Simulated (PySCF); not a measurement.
Stationary points of MoN(OH)₂

Level of theory: PBE0 in PySCF with Mo def2-TZVP with ECP28, N def2-TZVP, O def2-TZVP, H def2-TZVP; scalar-relativistic core potentials, no spin–orbit coupling; density-fitted integrals.

Relaxations began from a few typed shapes; open shells are unrestricted. The search is not exhaustive: other isomers or separated fragments can lie lower, and high-lying points may rest on an excited occupation.

Q: Order these stationary points by electronic energy, lowest first, in kJ/mol from the lowest minimum.
A. doublet Cs: Mo–N 1.625 Å, Mo–O 1.886 Å (×2), O–H 0.960 Å (×2); H–O–Mo 123.7° (×2), N–Mo–O 109.7° (×2), O–Mo–O 124.1°
B. doublet Cs: Mo–N 1.624 Å, Mo–O 1.892 Å, Mo–O 1.901 Å, O–H 0.960 Å (×2); H–O–Mo 124.7°, H–O–Mo 128.7°, N–Mo–O 109.2°, N–Mo–O 111.4°, O–Mo–O 139.4°
C. doublet C2v: Mo–N 1.626 Å, Mo–O 1.895 Å (×2), O–H 0.960 Å (×2); H–O–Mo 125.4° (×2), N–Mo–O 112.1° (×2), O–Mo–O 135.9°
D. doublet C1: Mo–N 1.623 Å, Mo–O 1.887 Å, Mo–O 1.898 Å, O–H 0.960 Å (×2); H–O–Mo 124.0° (×2), N–Mo–O 107.7°, N–Mo–O 110.3°, O–Mo–O 129.4°

A: A (0.0), C (7.8), D (17.5), B (21.0).

Q: Which of them are minima?

A: By energy in kJ/mol, 0.0: minimum; 7.8: saddle point, 1 imaginary mode; 17.5: minimum; 21.0: saddle point, 1 imaginary mode.

For the lowest minimum: open d and f shells are described by one determinant, and the ground state may have another occupation or spin.
